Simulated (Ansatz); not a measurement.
Conformers of CH$_{9}$NO$_{2}$Si$_{2}$, SMILES `CO[Si](N)(O)[SiH3]`, each relaxed with PBE0-D4/def2-TZVP in Ansatz. CBS adds the triple-zeta coupled-cluster correction to the MP2 limit.

Not all of them had a frequency check.

Conformer A:

```xyz
15

C     1.079    1.861    0.287
O     0.411    1.180   -0.751
Si   -0.067   -0.390   -0.661
N     1.247   -1.412   -0.302
O    -0.680   -0.697   -2.155
Si   -1.679   -0.697    1.020
H     1.907    1.267    0.686
H     1.476    2.794   -0.117
H     0.396    2.101    1.109
H     2.017   -1.515   -0.945
H     1.108   -2.249    0.240
H    -1.067    0.053   -2.610
H    -1.283   -0.026    2.290
H    -1.878   -2.143    1.319
H    -2.986   -0.128    0.591
```

Conformer B:

```xyz
15

C     1.304    1.268    1.264
O     0.467    1.318    0.132
Si   -0.611    0.149   -0.270
N    -1.198    0.698   -1.776
O    -1.858   -0.006    0.790
Si    0.389   -1.972   -0.233
H     1.937    2.157    1.260
H     1.953    0.384    1.250
H     0.723    1.256    2.192
H    -0.594    1.233   -2.379
H    -1.870    0.162   -2.299
H    -2.491    0.717    0.800
H    -0.538   -2.984   -0.814
H     1.630   -1.964   -1.058
H     0.756   -2.419    1.140
```

(1) Which is lowest in electronic energy at CCSD(T)/CBS (frozen core, def2 sets), and by how much? (Best estimate.)

(2) Give the energies relative to B (kJ/mol) with PBE-D4/def2-TZVPP, B3LYP-D4/def2-TZVPP, PBE/def2-TZVPP, PBE0/def2-TZVPP, HF/def2-TZVPP, HF/CBS(def2), CCSD/CBS(def2). (An estimate is asked.)

Answers

(1) Ansatz gave: B; A lies 2.6 kJ/mol higher.

(2) Computed: 
```
              level    A
  PBE-D4/def2-TZVPP  2.5
B3LYP-D4/def2-TZVPP  2.5
     PBE/def2-TZVPP  2.7
    PBE0/def2-TZVPP  2.5
      HF/def2-TZVPP  2.5
       HF/CBS(def2)  2.5
     CCSD/CBS(def2)  2.6
```

B3LYP here is the variant with VWN-RPA as its local correlation; programs differ in this.
